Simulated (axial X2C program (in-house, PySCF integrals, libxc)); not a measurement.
# Correcting the dissociation energy of AlI⁺ for spin–orbit coupling

A spin-free PBE0 curve (one-electron X2C) was computed with an in-house relativistic program for diatomic molecules, basis I dyall-v3z [11s12p8d1f], Al dyall-v3z [8s8p2d1f] (cores contracted in-house), for the state M_S = 1/2, Λ = 0 (beyond evenly filled blocks: σα). It gives D0 = 1.322 eV to I + Al+, which in a spin-free picture are the weighted means of the ground terms.

Measured levels of the ground terms (NIST Handbook of Basic Atomic Spectroscopic Data), in cm⁻¹: I 2P: J = 3/2 at 0, J = 1/2 at 7603.1; Al+ 1S: J = 0 at 0.

The molecular state has Λ = 0, so it has no first-order lowering.

(1) How far does each ground level lie under the (2J+1)-weighted mean of its term?

(2) Correct D0.

Second-order spin–orbit effects in the molecule, which grow quickly with Z, are left out. The state is a single determinant with fixed occupations, the lowest that a limited PBE0 search found. Dissociation energies refer to the lowest single-determinant-based atoms at the same level and basis.

## Answers

(1) I: (4 × 0 + 2 × 7603.1)/6 = 2534 cm⁻¹; Al+: a single level, 0.

(2) D0 = 1.322 + (0 − 2534)/8065.5 = 1.008 eV at PBE0 with these spin–orbit terms.
